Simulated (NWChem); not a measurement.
# CH₄BI; SMILES CBI

Results from NWChem. Geometry: optimised at PBE0/def2-SVP. def2 effective core potentials on I; no spin-orbit coupling. Ions are spin-unrestricted doublets at the neutral geometry; other ion states weren't tried.

| level | vertical ionisation energy, ΔSCF (eV) | −ε(HOMO) (eV) | ΔSCF minus −ε(HOMO) (eV) |
|---|---|---|---|
| B3LYP/def2-SVPD | 9.66 | 7.14 | 2.52 |
| PBE/def2-SVPD | 9.48 | 6.25 | 3.23 |
| M06-2X/def2-SVPD | 9.58 | 8.49 | 1.09 |
| r2SCAN/def2-SVPD | 9.59 | 6.51 | 3.08 |
| BHandHLYP/def2-SVPD | 9.63 | 8.34 | 1.29 |
